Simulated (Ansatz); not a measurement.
Two isomers of C2H8BClSi: A = `CC([SiH3])BCl`, B = `CB[SiH](C)Cl`.

Program: Ansatz. Geometries: PBE0-D4/def2-TZVP. ΔE: electronic, gas phase. CBS: MP2 limit from def2 TZ/QZ plus the TZ coupled-cluster correction, frozen cores. DFT in def2-TZVPP. B3LYP here is the variant with VWN-RPA as its local correlation; programs differ in this. Each species was taken in one conformer, which may not be the lowest.

Q: Which isomer does CCSD(T)/CBS put lower? Give the gap. (An estimate is asked.)

A: Ansatz gave: B, by 5.6 kcal/mol.

Q: Give E(B) − E(A) in kcal/mol with MP2/def2-TZVPP, B3LYP-D4, CCSD/def2-TZVPP, r2SCAN-D4, ωB97M-V, PBE-D4, B2PLYP. (Estimate.)

A: Ansatz gave: MP2/def2-TZVPP -3.3, B3LYP-D4 -6.3, CCSD/def2-TZVPP -4.9, r2SCAN-D4 -6.7, ωB97M-V -5.5, PBE-D4 -6.2, B2PLYP -5.8. None reverses the order clearly.

Largest T1 diagnostic: 0.011.

The D4 term adds +0.8 kcal/mol with B3LYP and +0.4 kcal/mol with PBE0; it sums over pairs of atoms, weighted by their polarisabilities, and B3LYP, whose exchange is more repulsive, gets the larger term. In def2-TZVPP, CCSD(T) changes the Hartree–Fock value by +3.4 kcal/mol (the triples alone add +0.8 kcal/mol) and MP2 by +4.2 kcal/mol.
